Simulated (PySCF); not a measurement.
Isomers of C6H7B. Theory: PBE0-D3(BJ)/def2-SVP geometry optimisation, gas phase in PySCF. Energies are electronic, without zero-point or thermal terms, for one conformer each. No frequencies were run at this level. Point groups hold within 0.08 Å.

Question: Rank from lowest to highest electronic energy at this level (kcal/mol).
A. `c1cccc(c1)B` (BH2Ph)
B. `B1C=CC=CC=C1`

Answer: A (0.0), B (10.9).

```
           SMILES      E (Eh)  E rel (kcal/mol)  dipole (D)  point group     A, B, C (MHz)
[H]B([H])c1ccccc1  -257.19071               0.0        1.76          C2v  5545, 2662, 1799
     B1C=CC=CC=C1  -257.17332              10.9        2.25          C2v  3725, 3511, 1808
```

Q: How do the relative energies change in single points at PBE0/pcSseg-1 (no added dispersion term) on the same geometries?

A: 
| SMILES | PBE0-D3(BJ)/def2-SVP (kcal/mol) | PBE0/pcSseg-1 (kcal/mol) | shift |
| --- | --- | --- | --- |
| [H]B([H])c1ccccc1 | 0.0 | 0.0 | 0.0 |
| B1C=CC=CC=C1 | 10.9 | 10.2 | -0.7 |

Each column counts from its own lowest isomer. The order is unchanged; the largest shift is 0.7 kcal/mol.
